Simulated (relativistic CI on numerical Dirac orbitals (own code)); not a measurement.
Computed by Dirac-Coulomb-Breit CI, orbitals from a KLI potential per configuration, model QED (radiative potential, 1s self-energy scaled to tabulated hydrogen-like ionisation energies), unscaled Slater integrals (own radial code, finite nucleus).

The strongest absorption lines from the ground level of an ion, among the configurations computed and to levels below about 132 eV (vacuum wavelength in nm, gf): 9.6320 (0.075), 9.7194 (0.17), 10.571 (0.052), 11.455 (0.08), 11.572 (0.13), 14.690 (0.23), 14.935 (0.071), 19.411 (4.9).

Q: Which ion is it?
A. Ti4+
B. Ni10+
C. Fe8+
D. Cr6+

A: D. Cr6+ has 18 electrons and the ground level 3s2.3p6 1S_0; the strongest line goes to 3s2.3p5.3d 1P°_1. The pattern of lines fixes the number of electrons, and along that sequence the line energies rise steadily with the charge (about as its square where n changes within one kind of shell, about linearly where n is kept but much faster in heavy ions where fine structure, which grows about as Z⁴, sets the gap, and irregularly where shells cross), which fixes Z. Configurations outside the model, such as inner-shell arrays, can give stronger lines. At this charge configurations can still be misplaced by up to about 7 % of their energy. 48 of the 56 excited levels that our extract of the measured tables holds in this range could be paired (the sources list more); they are missed by 10183 cm⁻¹ on average and 73810 at most, and levels without a partner can miss by more.

LS names give the leading component of a level, which can be under half, so a name can repeat, a term be missing and a line seem to break the LS rules.
